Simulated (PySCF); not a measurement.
SMILES [OH][Bi]([CH3])[CH3], B3LYP/def2-SVP optimised geometry.

```
11

Bi    -0.58    -1.37     0.00
C     -0.84     0.92     0.00
H     -1.88     1.17    -0.29
H     -0.14     1.37    -0.72
H     -0.64     1.31     1.01
C     -0.84    -1.49    -2.28
H     -0.62    -2.51    -2.62
H     -0.16    -0.78    -2.77
H     -1.88    -1.24    -2.54
O      1.54    -1.37     0.00
H      1.88    -0.75    -0.66
```

Density from B3LYP/def2-TZVP, def2 effective core potentials past Kr in PySCF 2.14.0 at that geometry. The core electrons that the potentials of Bi replace are not part of the density.

Minimum of the electron density along straight lines between bonded atoms, close to the bond critical point (lines longer than 1.1 times the sum of covalent radii, or with two minima, are not listed):

```csv
bond,length / Å,ρ at the minimum / e bohr⁻³,∇²ρ there / e bohr⁻⁵,position (fraction from the first atom)
Bi1–C2,2.303,0.093,0.07,0.53
C2–H3,1.101,0.269,-0.88,0.64
C2–H4,1.100,0.270,-0.89,0.64
C2–H5,1.099,0.271,-0.90,0.64
Bi1–C6,2.303,0.093,0.07,0.53
C6–H7,1.100,0.271,-0.90,0.64
C6–H8,1.100,0.270,-0.89,0.64
C6–H9,1.101,0.269,-0.88,0.64
Bi1–O10,2.122,0.103,0.31,0.53
O10–H11,0.969,0.354,-2.26,0.79
```
